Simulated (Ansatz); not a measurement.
SnCl₄O₂H₄⁻, that is cis-Sn(H2O)2Cl4 with one electron more. Charge -1, multiplicity 2. Geometry PBE0-D4/def2-SVP, that of the neutral singlet; atoms count from 1.

Cartesian coordinates in Å:
```
Sn 0.602 -0.211 0.418
O -1.699 0.100 0.666
H -1.719 1.035 0.938
H -1.946 -0.413 1.451
Cl 2.851 -0.250 -0.292
O 0.114 0.453 -1.767
H -0.061 -0.413 -2.176
H 0.955 0.761 -2.138
Cl 0.557 -0.940 2.662
Cl -0.104 -2.261 -0.588
Cl 0.450 2.140 0.827
```

In the def2 sets Sn takes a core potential; there is no spin–orbit coupling. The highest occupied level of the charge -1 doublet lies above zero (up to 1.09 eV). By energy differences its removal costs 0.81 eV (vertical, to the charge 0 singlet, at PBE0-D4/def2-SVP); self-interaction error and the lack of diffuse functions both raise the level.

Estimate the Mulliken populations from the PBE0/def2-SVP orbitals of Ansatz.


```csv
atom,charge (e),spin (α − β)
Sn1,0.73,0.49
O2,-0.23,0.02
H3,0.16,0.00
H4,0.17,0.01
Cl5,-0.46,0.11
O6,-0.23,0.02
H7,0.16,0.00
H8,0.17,0.01
Cl9,-0.46,0.11
Cl10,-0.49,0.12
Cl11,-0.49,0.12
```
Mulliken values and Mayer orders depend strongly on the basis.

Where does the spin sit?

Summed by element: Sn 0.49, O 0.04, H 0.02, Cl 0.45, of 1 unpaired in all. Largest on single atoms: Sn1 0.49, Cl10 0.12, Cl11 0.12.

And the Mayer bond orders between bonded heavy atoms (over 0.3)?

Sn1–Cl5 0.78 (2.36 Å); Sn1–Cl9 0.78 (2.36 Å); Sn1–Cl10 0.68 (2.39 Å); Sn1–Cl11 0.68 (2.39 Å).
